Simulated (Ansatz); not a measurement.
`O[CH2][Ga]([OH])[F]` + `[SiH3][O][ZnH]` → `[OH][Ga]([F])[O][SiH3]` + `O[CH2][ZnH]`  (redistribution)

Program: Ansatz. Geometries: PBE0-D4/def2-TZVP. ΔE: electronic, gas phase. CCSD(T)/CBS is the MP2 limit (def2-TZVPP, def2-QZVPP) plus CCSD(T) − MP2 in def2-TZVPP, frozen cores. DFT in def2-TZVPP. B3LYP here is the variant with VWN-RPA as its local correlation; programs differ in this. For Ga, Zn outer-core shells are correlated without core-valence functions, which leaves a few kJ/mol of doubt a bond. Scalar relativity is left out up to krypton. Each species was taken in one conformer, which may not be the lowest.

Is it downhill or uphill in electronic energy at CCSD(T)/CBS, and by how much? (Estimate.)

Computed: Uphill: ΔE = +9.0 kcal/mol.

What do these levels give: PBE-D4, r2SCAN-D4, ωB97X-V, ωB97M-V, B2PLYP, PBE, r2SCAN, B3LYP, CCSD/def2-TZVPP, CCSD(T)/def2-TZVPP, HF/def2-QZVPP, MP2/def2-QZVPP? (Best estimate.)

Ansatz gave: PBE-D4 8.7, r2SCAN-D4 8.8, ωB97X-V 8.2, ωB97M-V 8.4, B2PLYP 8.1, PBE 8.8, r2SCAN 8.8, B3LYP 8.5, CCSD/def2-TZVPP 7.3, CCSD(T)/def2-TZVPP 7.3, HF/def2-QZVPP 7.1, MP2/def2-QZVPP 8.3 kcal/mol.

Largest T1 diagnostic among the species: 0.016.
